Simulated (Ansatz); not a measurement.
`C[O][GeH]([F])[O]C` → `C[O][Ge][O]C` + H–F  (germylene formation by 1,1-elimination)

Calculated with Ansatz (gas phase, PBE0-D4/def2-TZVP geometries, no zero-point term in ΔE). CCSD(T)/CBS is the MP2 limit (def2-TZVPP, def2-QZVPP) plus CCSD(T) − MP2 in def2-TZVPP, frozen cores. This one scheme is used for every species. DFT in def2-TZVPP. B3LYP here is the variant with VWN-RPA as its local correlation; programs differ in this. For Ge outer-core shells are correlated without core-valence functions, which leaves a few kJ/mol of doubt a bond. Scalar relativity is left out up to krypton. One conformer a species, not always the lowest.

`C[O][GeH]([F])[O]C`:

Z-matrix (Å, degrees):
```
C
O 1 1.414
H 1 1.091 2 107.6
H 1 1.094 2 111.8 3 119.2
H 1 1.097 2 111.9 3 -118.6
Ge 2 1.754 1 120.6 3 -177.3
O 6 1.742 2 107.5 1 166.3
F 6 1.738 2 105.6 1 49.4
H 6 1.524 2 116.0 1 -70.3
C 7 1.418 6 120.4 2 -50.1
H 10 1.094 7 111.4 6 -66.6
H 10 1.094 7 111.6 6 55.5
H 10 1.091 7 107.3 6 174.6
```

`C[O][Ge][O]C`:

```xyz
11

C     1.047   -1.851   -0.465
O     0.095   -1.898    0.577
Ge   -0.918   -0.587    1.199
O    -0.339    0.715    0.107
C    -0.848    2.023    0.190
H     2.017   -2.176   -0.077
H     0.747   -2.543   -1.257
H     1.148   -0.849   -0.887
H    -1.306    2.304   -0.763
H    -1.606    2.137    0.977
H    -0.035    2.725    0.399
```

H–F:

```xyz
2

F     0.305   -0.324    0.118
H    -0.305    0.324   -0.118
```

```tsv
level	ΔE (kJ/mol)	difference from CCSD(T)/CBS
PBE-D4	87.6	-17.5
r2SCAN-D4	118.4	13.3
PBE0-D4	109.1	4.0
B3LYP-D4	91.6	-13.5
ωB97X-V	125.2	20.1
ωB97M-V	106.0	0.9
B2PLYP	102.9	-2.2
PBE	84.1	-21.0
r2SCAN	117.2	12.1
PBE0	106.1	1.0
B3LYP	86.3	-18.8
HF/def2-TZVPP	136.9	31.8
MP2/def2-TZVPP	124.0	18.9
SCS-MP2/def2-TZVPP	123.5	18.4
CCSD/def2-TZVPP	123.9	18.8
CCSD(T)/def2-TZVPP	120.6	15.5
HF/def2-QZVPP	137.5	32.4
MP2/def2-QZVPP	115.3	10.2
SCS-MP2/def2-QZVPP	116.9	11.8
HF/CBS(def2)	137.6	32.5
MP2/CBS(def2)	108.5	3.4
CCSD/CBS(def2)	108.4	3.3
CCSD(T)/CBS	105.1	0
```

Largest T1 diagnostic among the species: 0.015.

From PBE to PBE0 (25 % exact exchange), in def2-TZVPP and without D4, ΔE moves by +22.0 kJ/mol. In def2-TZVPP, CCSD(T) changes the Hartree–Fock value by −16.3 kJ/mol (the triples alone add −3.3 kJ/mol) and MP2 by −12.9 kJ/mol.
